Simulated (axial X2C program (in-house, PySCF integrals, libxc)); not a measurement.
# NaTe⁺: from the spin-free to the two-component result

All values were computed with an axial X2C code built on PySCF integrals. Spin-free means the one-electron spin-free X2C Hamiltonian; two-component (2c) means X2C with spin–orbit coupling and atomic mean-field two-electron Coulomb and Gaunt terms, so the difference of the two also holds small scalar two-electron terms. Basis: Te dyall-cv3z [11s12p8d4f1g], Na dyall-cv3z [9s8p5d2f] (cores contracted in-house); Gaussian nuclei, density fitting, unrestricted open shells. Masses: Te 129.906 u, Na 22.990 u.

Spin-free state: M_S = 1, Λ = 0 (beyond evenly filled blocks: π+α, π-α); fragments Te + Na+.

```csv
level,Re (Å),ωe (cm⁻¹),De (eV),μ (D)
PBE0,3.118,150.1,0.737,9.63
HF,3.194,140.2,0.629,10.35
MP2,3.194,139.3,0.623,n/a
CCSD,3.191,140.0,0.623,n/a
CCSD(T),3.193,139.8,0.625,n/a
BHandHLYP,3.109,152.1,0.730,9.69
```

Correlated methods: 6 electrons correlated (number of frozen shells: Te 4 s, 3 p, 2 d; Na 2 s, 1 p), 270 virtual spin orbitals or spinors in MP2, 62 natural virtuals in coupled cluster.

Dipoles are positive if Na is the positive end and refer to the centre of mass.

Two-component determinant lowest at the distance of the search:

Ω = 1 (⟨Sz⟩ = 0.86, ⟨Lz⟩ = 0.14 at HF); fragments Te + Na+.

| level | Re (Å) | ωe (cm⁻¹) | De (eV) | μ (D) |
| --- | --- | --- | --- | --- |
| PBE0 | 3.131 | 144.8 | 0.568 | 9.75 |
| HF | 3.214 | 132.4 | n/a | 10.52 |
| MP2 | 3.208 | 134.0 | 0.419 | n/a |
| CCSD | 3.209 | 133.1 | 0.436 | n/a |
| CCSD(T) | 3.210 | 132.9 | 0.434 | n/a |
| BHandHLYP | 3.132 | 142.1 | 0.536 | 9.91 |

From the two tables, how do the constants change at the CCSD(T) level (2c against spin-free)?

At the CCSD(T) level Re goes up by 0.017 Å and ωe drops by 6.9 cm⁻¹; De changes by -0.191 eV.

The state is one determinant whose occupation by symmetry is held fixed; it was picked as the lowest of a PBE0 search that is not exhaustive. De is counted from the lowest determinant-based energies of the atoms at the same level, without counterpoise correction. De is not given where an atomic determinant may have missed its ground term or J level, or where the truncated virtual space spoils (T). Density functionals use the spin component along the axis (collinear). CCSD and (T) use frozen natural virtuals with an MP2 correction for the truncation; (T) itself is uncorrected, so its De runs slightly low. Other states lie close and PBE0, whose exact exchange favours high spin, may order them wrongly; the determinant shown need not be the ground state. The nearest other spin-free determinant of the search, M_S = 0, Λ = 2, lies 0.96 eV up at the distance of the search. Without a current term, density functionals place determinants with orbital angular momentum somewhat too high. With several unpaired electrons one determinant need not be a pure state. Open-shell Ω = 0 determinants with evenly filled partner blocks cannot be reached by this program, so the Ω shown need not be the lowest component. This is the Ω = 1 component of a π² triplet; the 0⁺ component is not one determinant and can lie lowest. With the outer-core shells frozen, correlated bond lengths of heavy atoms tend to come out a few hundredths of an ångström too long.
